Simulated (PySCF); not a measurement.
**CuS₂: bending curve**

Method: UPBE0 in PySCF with Cu def2-SVP, S def2-SVP; no relativity; density-fitted integrals.

Rigid scan from the doublet minimum (Cu–S 2.250 Å (×2), S–S 2.076 Å; Cu–S–S 62.5° (×2), S–Cu–S 55.0°). Coordinate: the S–Cu–S angle, bonds fixed. Energies in kJ/mol from the minimum.

```tsv
bond angle (°)	E (kJ/mol)	dipole size (D)	⟨S²⟩
80	147.2	4.07	0.92
90	185.4	3.85	1.17
100	209.1	3.52	1.28
110	223.5	3.12	1.32
120	231.5	2.68	1.33
130	235.6	2.21	1.31
140	167.1	2.20	1.70
150	162.7	1.92	1.70
160	159.1	1.71	1.69
170	156.9	1.57	1.68
180	156.2	1.53	1.68
```

With the bonds held, the linear shape lies 156.2 kJ/mol from the minimum.

Spin contamination is strong at 90, 100, 110, 120, 130, 140, 150, 160, 170, 180, so these points are less reliable.

Open d and f shells are described by one determinant, and the ground state may have another occupation or spin.
